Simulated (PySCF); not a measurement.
Ga(Cl)2(NH2) (Cl2GaH2N), SMILES [Ga]([NH2])([Cl])[Cl].

The structure is a stationary point at PBE0-D3(BJ)/def2-SVP. The structure was generated by enumeration; whether it is a known compound was not checked. Other conformers were not sampled.

These are PBE0-D3(BJ)/def2-SVP run with PySCF values and carry that method's errors.

Frequencies are harmonic and unscaled.

| mode | ν (cm⁻¹) | IR (km/mol) | Raman (Å⁴/amu) | depolarisation | moving atoms (share of kinetic energy) |
|---|---|---|---|---|---|
| 1 | 123 | 113.7 | 0.7 | 0.75 | N 42 %, Ga 33 %, H 13 %, Cl 12 % |
| 2 | 126 | 7.5 | 2.2 | 0.71 | Cl 73 %, Ga 22 % |
| 3 | 149 | 3.7 | 2.3 | 0.75 | N 47 %, H 23 %, Cl 19 %, Ga 11 % |
| 4 | 199 | 77.6 | 0.0 | – | H 74 %, Ga 17 %, Cl 8 % |
| 5 | 378 | 0.0 | 0.0 | – | H 99 % |
| 6 | 403 | 15.5 | 10.0 | 0.12 | Cl 82 %, Ga 13 % |
| 7 | 460 | 71.3 | 2.1 | 0.75 | Cl 59 %, Ga 41 % |
| 8 | 737 | 80.2 | 0.6 | 0.75 | H 80 %, N 18 % |
| 9 | 758 | 62.2 | 12.3 | 0.19 | N 68 %, Ga 20 %, H 12 % |
| 10 | 1504 | 29.7 | 3.5 | 0.75 | H 89 %, N 11 % |
| 11 | 3633 | 55.4 | 151.4 | 0.11 | H 96 % |
| 12 | 3750 | 61.2 | 86.5 | 0.75 | H 91 %, N 9 % |
